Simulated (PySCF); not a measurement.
# Dipole response of As⁻ (arsenic, charge -1)

[Ar] 3d10 4s2 4p4, high-spin 3P determinant. Calculation: PySCF 2.14, in def2-TZVPPD (7s5p5d1f, 54 functions); the non-relativistic Hamiltonian (point nucleus). Coupled (time-dependent) response in atomic units; α is the mean over directions.

| method | mean α (bohr³) | α xx, yy, zz | C₆ (like pair) | S(−4) |
| --- | --- | --- | --- | --- |
| UHF | 52.08 | 48.36, 59.53, 48.36 | 531.4 | 1109 |

S(−4) is the Cauchy moment in α(ω) = α(0) + S(−4) ω² + …

Spin-orbit coupling is absent.

α(iu) at UHF:

| u (hartree) | α(iu) (bohr³) |
| --- | --- |
| 0 | 52.08 |
| 0.0500 | 49.52 |
| 0.100 | 43.67 |
| 0.200 | 31.33 |
| 0.300 | 22.52 |
| 0.500 | 12.90 |
| 0.750 | 7.496 |
| 1.00 | 4.865 |
| 1.50 | 2.521 |
| 2.00 | 1.550 |
| 3.00 | 0.7699 |
| 5.00 | 0.3119 |

For an ion, C₆ is the dispersion term alone; charge-induced terms of lower order in 1/R come first.

The components differ because the open shell of this determinant is not spherical; for a pure term their mean is the scalar polarisability.

The outer electron is barely bound at this level, so radii and moments hang on the diffuse functions.
